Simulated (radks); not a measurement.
Excited configurations of the holmium ion Ho3+: one electron is placed in a higher orbital outside [Xe] 4f9. The ground configuration is [Xe] 4f10. All-electron calculation, scalar-relativistic Kohn-Sham, SCAN, spin-polarised, spherical densities, finite nucleus; open shells are filled with parallel spins first (spin-orbit coupling, left out, can overturn this in heavy ions); meta-GGA in the generalised Kohn-Sham scheme; Fermi nuclear charge, rms radius 5.2022 fm. Program: a radial shooting solver on a logarithmic mesh with Libxc functionals. Excitation = E - E(ground); binding = E(ion) - E, where the ion is the core of charge +4; n* = 4/sqrt(2 binding) in atomic units, and the quantum defect is n - n*.

outer orbital,excitation (eV),binding (eV),n*,quantum defect,eigenvalue (eV)
6p,18.834,23.385,3.051,2.949,-20.863
6d,26.441,15.778,3.714,2.286,-13.880
6f,33.045,9.174,4.871,1.129,-7.989
7p,29.015,13.204,4.060,2.940,-11.852
7d,32.472,9.747,4.726,2.274,-8.687
7f,35.814,6.405,5.830,1.170,-5.669

The Delta-SCF ionisation energy is 42.219 eV (NIST Atomic Spectra Database: 42.5 eV, semi-empirical). Self-interaction in the functional shifts the binding energies and quantum defects, so they are the method's values and not measured ones. Open shells are spherical and high-spin; term and fine-structure splittings are not resolved. Spin-orbit splitting is averaged out at the scalar-relativistic level.
